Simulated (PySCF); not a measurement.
# Substituent effects on chemical shifts

Parent skeleton `[CH:1]1=[CH:2][SiH2:3][CH:4]=[CH:5]1`; one hydrogen on atom 1 is replaced by X. Hydrogens on one atom are averaged.

- σ from GIAO-PBE0/pcSseg-1
- coordinates at the GFN2-xTB level
- code: PySCF
- one conformer, no relativistic terms, fast rotation and ring inversion assumed for equivalent nuclei, in vacuum

δ = σ(ref) − σ, references computed at the same level: TMS for 13C (186.93 ppm) and 29Si (349.16 ppm) and 1H (31.72 ppm).

Parent (X = H): C1 156.7, C2 134.6, Si3 -46.1, C4 134.6, C5 156.7, H(C2) 6.26, H(Si3) 4.60, H(C4) 6.26, H(C5) 7.35 ppm. Effects are Δδ = δ(X) − δ(H), positive for deshielding.

Task: Order these by the shift of H(C5), most shielded first.
A. X = NMe2
B. X = 2-pyridyl
C. X = F

Result: C (-0.27 ppm), A (-0.05 ppm), B (+1.75 ppm).

Task: Order these by the shift of C2, most shielded first.
A. X = nPr
B. X = NMe2
C. X = F
D. X = 2-pyridyl

Result: B (-49.1 ppm), C (-36.2 ppm), A (-10.2 ppm), D (-5.1 ppm).
